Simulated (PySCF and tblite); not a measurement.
The numbers below are computed, except where a source is named.
C₄H₃ClN₂O, numbered as in [O:1]=[CH:2][c:3]1[n:4][nH:5][cH:6][c:7]1[Cl:8].

Search: ETKDG, MMFF94s, GFN2-xTB, 60 starts; geometries at GFN2-xTB. Weights use PBE0-D3(BJ)/def2-SVP (IEF-PCM, acetonitrile) energies plus GFN2-xTB zero-point and thermal terms (modes under about 100 cm⁻¹ blended into free rotors). Symmetry numbers and mirror images are counted. Conformers within 3 kcal/mol (GFN2-xTB free energy) were kept, 3 at most. GIAO shieldings: wB97X-D/pcSseg-1 (IEF-PCM, acetonitrile). Shifts are against TMS (¹H), TMS (¹³C) at the same level. Run with PySCF (density fitting) and tblite.

Torsions listed: O1–C2–C3–N4.

| conformer | shape | symmetry | E(GFN2) kcal/mol | E(DFT) kcal/mol |
| --- | --- | --- | --- | --- |
| 1 | 180° | Cs | 0.00 | 0.00 |
| 2 | 0° | Cs | 1.44 | 1.04 |

Q: How much do the weights at 298.15 K and the averaged shift of C7 depend on how the conformers are weighted?

A: 
```tsv
weighting	1 (%)	2 (%)	δ (ppm)	rms dipole (D)
DFT energy with thermal terms, symmetry and mirror images (full scheme)	83	17	125.9	7.04
DFT energy with symmetry and mirror images	85	15	125.8	7.05
bare DFT energy	85	15	125.8	7.05
GFN2-xTB energy with symmetry and mirror images	92	8	125.4	7.06
GFN2-xTB free energy	90	10	125.5	7.06
leading conformer alone	100	0	125.0	7.08
equal weights	50	50	127.7	6.96
```

The largest departure from the full scheme, 1.8 ppm, comes with: equal weights.
